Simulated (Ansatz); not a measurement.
Gas-phase electronic energies from Ansatz, PBE0-D4/def2-TZVP geometries. CCSD(T)/CBS is the MP2 limit (def2-TZVPP, def2-QZVPP) plus CCSD(T) − MP2 in def2-TZVPP, frozen cores. This one scheme is used for every species. DFT in def2-TZVPP. Triplets are unrestricted, without spin–orbit coupling. Each species was taken in one conformer, which may not be the lowest.

`COC[SiH2]O` → `[CH2]` (triplet) + `OC[SiH2]O`  (formal loss of a carbene)

| level | ΔE (kJ/mol) |
| --- | --- |
| PBE-D4 | 402.9 |
| BHLYP-D4 | 380.9 |
| SCS-MP2/def2-TZVPP | 398.5 |
| MP2/def2-QZVPP | 399.3 |

What does CCSD(T)/CBS give? (Best estimate.)

Ansatz gave: +394.1 kJ/mol. The listed levels differ from it by 8.8, -13.2, 4.4, 5.2 kJ/mol.

Largest T1 diagnostic among the species: 0.011.

From r2SCAN to r2SCAN0 (25 % exact exchange), in def2-TZVPP and without D4, ΔE moves by −5.9 kJ/mol. In def2-TZVPP, CCSD(T) changes the Hartree–Fock value by +132.4 kJ/mol (the triples alone add +11.6 kJ/mol) and MP2 by +141.2 kJ/mol. The D4 term adds +11.7 kJ/mol with B3LYP and +6.5 kJ/mol with PBE0; it sums over pairs of atoms, weighted by their polarisabilities, and B3LYP, whose exchange is more repulsive, gets the larger term.

B3LYP here is the variant with VWN-RPA as its local correlation; programs differ in this.
